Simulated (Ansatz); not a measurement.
Born–Oppenheimer molecular dynamics of BClH5NO (9 atoms, charge 0, multiplicity 1). It starts at the highest image of a converged band. Of that band: The profile has 2 maxima (images 3, 5) with wells between them (image 4): this band takes more than one step, which may be the mechanism or a detour left from its start path. Neighbouring images differ by up to 1.4 eV, so the band resolves the path poorly. A vibrational analysis at the climbing image gives one clearly imaginary mode, 325i cm⁻¹: a first-order saddle point.

Level of theory: RHF/def2-SVP in Ansatz 0.2.0.

- ensemble: NVE (velocity Verlet)
- time step: 0.5 fs
- steps asked: 200
- starting velocities drawn for: 100 K
- seed: 7966

First frame:

```xyz
9
Properties=species:S:1:pos:R:3
B 0.050 0.246 -0.053
O -0.040 -0.150 1.427
H -0.907 -0.453 1.675
N 1.225 -0.161 -0.671
H 2.083 -0.239 -0.162
H 1.361 0.026 -1.643
H -0.998 0.367 -0.597
Cl 0.287 2.468 0.994
H 0.095 0.780 1.796
```

Question: How far do the bonds stretch over the last three quarters of this one trajectory? (Pairs bonded in most of those frames.)

Answer: 
| bond | mean (Å) | spread (Å) | shortest | longest |
| --- | --- | --- | --- | --- |
| B1–O2 | 1.400 | 0.058 | 1.33 | 1.52 |
| B1–N4 | 1.399 | 0.020 | 1.37 | 1.43 |
| B1–H7 | 1.202 | 0.015 | 1.17 | 1.23 |
| O2–H3 | 0.946 | 0.012 | 0.93 | 0.97 |
| N4–H5 | 1.000 | 0.004 | 0.99 | 1.01 |
| N4–H6 | 0.999 | 0.003 | 0.99 | 1.00 |
| Cl8–H9 | 1.392 | 0.203 | 1.14 | 1.86 |

Mean temperature of the second half: 1124 K. The conserved energy stayed within 0.75 meV per atom of its start (net change 0.57 meV per atom), so the integration is sound. The kinetic energy rose, since the run started high on the potential surface and went downhill. It ends in pieces (BH4NO + ClH), so much of that is their flight and rotation, not heat. A run of 0.1 ps of so small a system gives no equilibrium averages. The orbitals stay closed-shell, which can raise the energy where a bond breaks towards radicals; this wasn't checked here.

The run took 3.8 min on 1 thread of Arm Neoverse V2, with other jobs on the host, peak memory 0.14 GiB.
